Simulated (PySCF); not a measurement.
Level of theory: TPSSh-D3(BJ)/def2-TZVP // BP86-D3(BJ)/def2-SVP (PySCF). Isolated molecules, 0 K electronic values unless said otherwise. One relaxed conformer stands for a flexible species; it need not be the lowest. 

Reference species: [Zr(NH2)4] (neutral, multiplicity 1).

```yaml
HOMO–LUMO gap: 5.57 eV
charge on the central atom (Mulliken): 1.72 e
```

Changed species: [Zr(NH2)3(H)] (1 of 4 NH2 replaced by H; the reference has 0 of 4 NH2 replaced by H).

Task: What does the change do to the HOMO–LUMO gap and charge on the central atom (Mulliken)?

Result: the HOMO–LUMO gap increases by 0.40 eV, to 5.97 eV; the charge on the central atom (Mulliken) falls by 0.32 e, to 1.40 e.
